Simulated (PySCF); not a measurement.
C2H6AlClO, SMILES CC[O][AlH][Cl].

The structure is a stationary point at ωB97X-D3(BJ)/def2-SVP. The structure was generated by enumeration; whether it is a known compound was not checked. The values are those of a single conformer.

Two levels are set side by side: PBE/def2-TZVP (PySCF) and M06-2X/def2-TZVP (PySCF). Same geometry, gas phase. Differences are taken from unrounded values.

```json
[
 {"quantity": "orbital gap (eV)", "M06-2X": "9.58", "PBE": "5.26", "PBE minus M06-2X": "-4.32"},
 {"quantity": "highest occupied level (eV)", "M06-2X": "-9.83", "PBE": "-6.81", "PBE minus M06-2X": "3.02"},
 {"quantity": "lowest empty level (eV)", "M06-2X": "-0.26", "PBE": "-1.55", "PBE minus M06-2X": "-1.30"},
 {"quantity": "dipole moment (D)", "M06-2X": "1.06", "PBE": "1.09", "PBE minus M06-2X": "0.03"},
 {"quantity": "mean polarisability (bohr³)", "M06-2X": "62.6", "PBE": "67.2", "PBE minus M06-2X": "4.5"}
]
```

PBE's occupied levels lie high since its potential decays too fast outside the molecule; exact exchange lowers them and widens the gap. PBE's more diffuse valence density responds more strongly to a field. Differences between two approximate levels are no errors against the true value.

Rough cost on one machine, each run with all the roots and properties that it gave: M06-2X against PBE about 4 times.
